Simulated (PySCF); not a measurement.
Several structures and their simulated spectra, in scrambled order.

A. `C(=C)C1=C[P@](C)(=O)C=C1`
B. SMILES C#C[P@@](=O)(C=C)C1CC1
C. SMILES C#CP1CCC(=O)CC1

Spectrum 1. 13C{1H} NMR (computed): δ 214.7 (C), 99.6 (CH), 92.5 (C), 38.7 (CH2), 24.0 (CH2).

Spectrum 2. 13C{1H} NMR (computed): δ 142.4 (CH2), 141.5 (CH), 96.0 (CH), 86.1 (C), 15.1 (CH), 3.3 (CH2), 2.8 (CH2).

Spectrum 3. 13C{1H} NMR (computed): δ 153.6 (C), 141.7 (CH), 141.4 (CH), 140.8 (CH), 135.6 (CH), 125.3 (CH2), 18.2 (CH3).

Theoretical values (PySCF 2.14): GIAO PBE0/pcSseg-1 shieldings, GFN2-xTB geometry. No relativistic terms, equivalent nuclei averaged, in vacuum, single conformer.

Referencing at the same level of theory: 13C (σ = 186.93 ppm) against TMS. Splittings of carbon signals by F and P are missing where no couplings were computed. Shifts are as computed. Against solution values, carbons near 30 ppm lie about +3 ppm off and those near 130 ppm about +5 ppm. Of 1211 compounds with measured shifts, 218 miss one by over three times the rms of a fit or turn the order of signals round; such compounds aren't used in these exercises.

Q: Match each spectrum to its structure.

A: 1–C, 2–B, 3–A.

- Spectrum 1 (C): 5 13C signals; δC 214.7 is a ketone carbonyl carbon; δC 99.6 is a terminal alkyne carbon.
- Spectrum 2 (B): 7 13C signals; δC 142.4 is a terminal =CH2 carbon; δC 141.5 is an alkene CH.
- Spectrum 3 (A): 7 13C signals; δC 153.6 is a fully substituted alkene carbon; δC 141.7 is an alkene CH.
